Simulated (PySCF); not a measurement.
Energy of Rh(2+) (rhodium, charge +2) between two integer charges

The 4d beta orbital of [Kr] 4d7 is emptied in steps (occupation f), with all orbitals relaxed, ending at [Kr] 4d6. All numbers are calculated (PySCF 2.14, the spin-free X2C one-electron Hamiltonian (Gaussian nucleus), in x2c-TZVPall (8s6p6d1f, 63 functions)). The exact energy is a straight line in f; departures are measured from the line between the end points of the same method.

Among BHandHLYP, wB97X, MN15, which shows the largest delocalisation error (convex curve), and which is closest to linear?

Most convex: MN15 (-0.914 eV at f = 0.5); closest to linear: wB97X (-0.487 eV).

```csv
f,BHandHLYP (eV),wB97X (eV),MN15 (eV)
1,0.000,0.000,0.000
0.9,-0.230,-0.173,-0.328
0.7,-0.542,-0.407,-0.767
0.5,-0.651,-0.487,-0.914
0.3,-0.551,-0.409,-0.767
0.1,-0.238,-0.174,-0.328
0,0.000,0.000,0.000
```

```
   method  E(f=0) − E(f=1) (eV)  −ε at f=1 (eV)  −ε at f=0.5 (eV)
BHandHLYP                30.938          28.391            30.910
    wB97X                31.088          29.171            31.079
     MN15                31.113          27.474            31.113
```

Reference removal energy between the ground levels: 31.06 eV (semi-empirical (NIST evaluation); NIST Atomic Spectra Database, ionization energies). The calculation has no spin-orbit coupling. The determinant left behind need not be the lowest term of the ion.
